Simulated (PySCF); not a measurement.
Mg(F)(NMe2) (C2H6FMgN), SMILES [F][Mg][N](C)C. Heavy atoms are numbered as in [Mg:1]([F:2])[N:3]([CH3:4])[CH3:5]. Hydrogens are named by the atom that carries them.

The structure is a stationary point at B3LYP-D3(BJ)/def2-SVP. The values are those of a single conformer.

Computed with HF/pcSseg-1 in PySCF.

GIAO shieldings, no solvent; atoms alike by connectivity are averaged. δ = σ(ref) − σ: ¹⁹F against CFCl3 (σ = 238.5 ppm); ¹⁵N against NH3 (σ = 267.3 ppm); ¹³C against TMS (σ = 192.6 ppm); ¹H against TMS (σ = 31.99 ppm), references at their B3LYP-D3(BJ)/def2-TZVP geometries, non-relativistic.

```csv
nucleus,atoms,count,δ (ppm)
¹⁹F,F2,1,-217.1
¹⁵N,N3,1,-16.5
¹³C,C4 (CH3),2,44.1
¹H,H on C4,6,2.66
```
